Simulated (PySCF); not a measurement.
Cu₂ (singlet state).
Z-matrix (Å and degrees, BHandHLYP/def2-TZVP geometry), rows numbered from 1:
```
Cu
Cu  1  2.3162
```

Theory: BHandHLYP/def2-TZVP geometry optimisation, gas phase in PySCF 2.14.0.

Take the most abundant isotopes and a rigid rotor. 

**Question.** What are the moment of inertia and the rotational constant?

**Answer.** I = 168.803 u·Å², B = 505379 MHz·u·Å²/I = 2994 MHz (0.0999 cm⁻¹, or 0.144 K as hB/k). For two atoms I = μr² with μ = 31.4648 u and r = 2.3162 Å.

**Question.** List the first levels of a rigid rotor in a Σ state.

**Answer.** E(J) = BJ(J+1): J = 1: 0.200, J = 2: 0.599, J = 3: 1.198, J = 4: 1.997, J = 5: 2.996, J = 6: 4.194 cm⁻¹.

**Question.** Has it a pure rotational spectrum?

**Answer.** Not by electric dipole: D∞h allows no dipole (computed 0.00 D). Rotational Raman lines (ΔJ = 2) lie at B(4J + 6), spaced by 4B = 0.399 cm⁻¹, with nuclear-spin weights that differ between even and odd J.

No BHandHLYP/def2-TZVP frequencies stand behind this structure, so it isn't proved a minimum. Isolated species at its BHandHLYP/def2-TZVP geometry, gas phase. Zero-point vibration and centrifugal distortion are left out.
